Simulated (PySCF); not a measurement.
# [Se3]+: fields on a plane

Level of theory: UPBE/[Se def2-SVP], no relativity, density fitting, PySCF.

The doublet minimum has Se–Se 2.242 Å (×2); Se–Se–Se 98.2°.

The plane holds Se1 at (0.00, 0.00), Se2 at (2.24, 0.00), Se3 at (-0.32, 2.22) Å. Columns run from x = -2.25 to 4.65 Å, rows from y = 4.65 (top) to -1.95 Å, in steps of 0.3 Å. Other isomers or separated fragments may lie lower.

Question: Give the lowest empty orbital (Å^-3/2) at -11.26 eV (cut at ±0.3; overall sign arbitrary). Lower edges of the bins (Å^-3/2): '_' -0.300, '.' -0.240, ':' -0.180, '-' -0.120, '=' -0.060, '+' 0.000, '*' 0.060, '#' 0.120, '%' 0.180, '@' 0.240; top 0.30, each point printed twice.

Answer: 
```
================++++++++++++++++++++++++++======
================++++++++++++++++++++++++++======
================++++++++++++++++++++++++========
======----======++++++++++++++++++++++==========
==----------==++++****++++++++++++++============
==----::..::--++**##******++++++++==============
----::..____::**%%%%%%##**++++++================
--::..______**==@@@@@@##**++++==================
--::..____--@@__%%@@@@##**++====================
--::..____..**..@@@@@@##**++====================
----::..__..==%%@@@@%%**++==----------==========
==----::::--++##%%%%##++==::::..::::--==========
==--------==++**##**++==::..______::--==========
======----==++++**++==--..________..--==========
============++++++==--::______::..::--====++++++
============++==++==--::....%%@@++++++++++++++++
============++++======----====__::%%##**++++++++
==================++++++++##%%##@@@@%%##**++++++
============++++++++++**##%%@@@@@@@@%%##**++++++
==========++++++++++++**##%%@@@@@@@@##****++++++
========++++++++++++++****##%%%%%%####****++++++
======++++++++++++++++++******####******++++++++
====++++++++++++++++++++++**********++++++++++++
```

Question: Give the electrostatic potential (V) (cut at 20 V). Lower edges of the bins (V): '_' 2.44, '.' 2.54, ':' 2.71, '-' 2.97, '=' 3.38, '+' 4.04, '*' 5.07, '#' 6.72, '%' 9.32, '@' 13.45; top 20.0, each point printed twice.

Answer: 
```
========++++++++++++========--------::::....____
====++++++++++++++++++========--------::::::..__
==++++++************++++++======--------::::::..
++++******########****++++++========------::::::
++++**####%%%%%%%%##****++++++========------::::
++****##%%@@@@@@@@%%##**++++++++========------::
++**##%%@@@@@@@@@@@@%%##**++++++++========------
++**##@@@@@@@@@@@@@@%%##****++++++++========----
++**##@@@@@@@@@@@@@@@@##******++++++++========--
****##@@@@@@@@@@@@@@@@####******++++++++++======
****##%%@@@@@@@@@@@@%%######**********++++++====
****##%%@@@@@@@@@@@@%%%%############****++++++==
****####%%@@@@@@@@@@%%%%%%%%@@@@@@%%##****++++==
****####%%@@@@@@@@@@@@@@@@@@@@@@@@@@%%##****++++
****##%%@@@@@@@@@@@@@@@@@@@@@@@@@@@@@@%%##**++++
****##%%@@@@@@@@@@@@@@@@@@@@@@@@@@@@@@%%##**++++
****##%%@@@@@@@@@@@@@@@@@@@@@@@@@@@@@@%%##**++++
++**####@@@@@@@@@@@@@@@@@@@@@@@@@@@@@@%%##**++++
++****##%%@@@@@@@@@@@@@@@@@@@@@@@@@@%%##****++++
++++****##%%@@@@@@@@%%%%%%%%@@@@@@%%####**++++==
++++******####%%%%%%################****++++++==
++++++++******########****************++++++====
==++++++++**********************++++++++++======
```
